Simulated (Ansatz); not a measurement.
A run on `[CH3][Al]([NH2])[SH]` with other settings.

```yaml
crystal:
  periodic: [false, false, false]
  atoms:
    - {symbol: C, position_ang: [-1.393966, 1.028408, 0.195576]}
    - {symbol: Al, position_ang: [0.381648, -0.005043, -0.224601]}
    - {symbol: N, position_ang: [0.649853, -1.621994, 0.586695]}
    - {symbol: S, position_ang: [1.893181, 0.957428, -1.306766]}
    - {symbol: H, position_ang: [-2.008530, 1.179569, -0.847635]}
    - {symbol: H, position_ang: [-0.995647, 2.046259, 0.757975]}
    - {symbol: H, position_ang: [-2.107117, 0.497925, 0.884089]}
    - {symbol: H, position_ang: [-0.092809, -2.176160, 0.886586]}
    - {symbol: H, position_ang: [1.386717, -2.135252, 0.255176]}
    - {symbol: H, position_ang: [2.779687, -0.086170, -1.303767]}
basis:
  gaussian: {orbitals: "6-31++G**"}
hamiltonian: {xc: {name: B97}}
output: {forces: true}
```

```sh
$ ansatz run in.yaml --threads 2 --pin off --events-out ev --progress --plain --max-ram 32768MiB --backend cpu
```

It prints (some lines left out):

```
Functional definition: B97
1061 factors; integrals over basis functions are off by at most 9.5e-4 eV
mean field evaluation 1: about -20039.8689 eV, gradient 8.3e1 eV
mean field evaluation 2: about -20010.8080 eV, gradient 1.2e2 eV
mean field evaluation 4: about -20054.7397 eV, gradient 1.1e1 eV
mean field evaluation 8: about -20055.1517 eV, gradient 7.6e-1 eV
mean field evaluation 16: about -20055.1533 eV, gradient 1.2e-4 eV
mean field -20055.15334178 eV, -737.0132914393 hartree, gradient 1.0e-5 eV, S^2 0.000000; 0 other end points of the search recorded, 0 dependent functions left out
reference -20055.15339350 eV, -737.0132933401 hartree; 24, 24 occupied and 96, 96 virtual orbitals, 1061 factors
Total energy: -20055.15339350 eV, -737.0132933401 hartree
Atom 0 at    -1.393966     1.028408     0.195576 Å, force     0.450086     1.033414    -0.860822 eV/Å
Atom 1 at     0.381648    -0.005043    -0.224601 Å, force    -2.862550    -0.655416     1.948578 eV/Å
Atom 2 at     0.649853    -1.621994     0.586695 Å, force    -0.697448     3.456419    -0.419525 eV/Å
Atom 3 at     1.893181     0.957428    -1.306766 Å, force     1.666223     0.480597    -1.038399 eV/Å
Atom 4 at    -2.008530     1.179569    -0.847635 Å, force     1.528330     0.286149     2.547979 eV/Å
Atom 5 at    -0.995647     2.046259     0.757975 Å, force    -1.432079    -2.162867    -1.714785 eV/Å
Atom 6 at    -2.107117     0.497925     0.884089 Å, force     0.741815     0.370085    -0.420336 eV/Å
Atom 7 at    -0.092809    -2.176160     0.886586 Å, force    -1.431212    -1.174962     0.686786 eV/Å
Atom 8 at     1.386717    -2.135252     0.255176 Å, force     2.332578    -1.990049    -0.748193 eV/Å
Atom 9 at     2.779687    -0.086170    -1.303767 Å, force    -0.295744     0.356629     0.018716 eV/Å
Dipole moment:    -0.005223    -0.412898    -0.036118 e Å
```

Hardware: 2 threads of a server CPU on a shared host. Wall time 7 s, peak host memory 0.31 GiB.
